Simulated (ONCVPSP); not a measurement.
# Transferability test, ONCV potential for Br

```
Element                 : bromine (Br)
Generator               : ONCVPSP 4.0.1
Type                    : optimised norm-conserving Vanderbilt (ONCV)
Functional              : PBE
Relativity              : scalar-relativistic
Frozen core             : [Ar] 3d10
Valence charge          : 7
Reference configuration : 4s2 4p4 (charge +1)
Partial waves           : 4s: rc 1.25 bohr, ncon 5, nbas 8, qcut 5.1 1/bohr, 2 projectors, debl 2 Ha; 4p: rc 1.20 bohr, ncon 4, nbas 7, qcut 6.8 1/bohr, 2 projectors, debl 3.4 Ha; d scattering state at 0.3 Ha: rc 1.20 bohr, ncon 3, nbas 6, qcut 8.2 1/bohr, 1 projector
Local potential         : polynomial inside 1.00 bohr (lpopt 5, dvloc0 0 Ha)
Core correction         : Teter function, fcfact 3.25, rcfact 1.55
```

Energies are relative to the spin-unpolarised reference configuration 4s2 4p4; without spin polarisation the order of configurations can differ from experiment.

Give the all-electron excitation energy and the error of the potential for: 4s2 4p5; 4s2 4p3; 4s2 4p2; 4s2 4p4.5.

```csv
valence configuration,charge,ΔE all-electron (eV),error AE − PS (meV)
4s2 4p5,0,-12.554,-4.1
4s2 4p3,+2,22.761,-20
4s2 4p2,+3,56.743,-106
4s2 4p4.5,+0.5,-7.479,-0.9
```

Note: ghosts flagged at negative energy: s at -318.0 eV, p at -146.7 eV; GHOST(+) flagged for s at 104.1 eV. A true bound ghost makes a file unfit for plane-wave use.
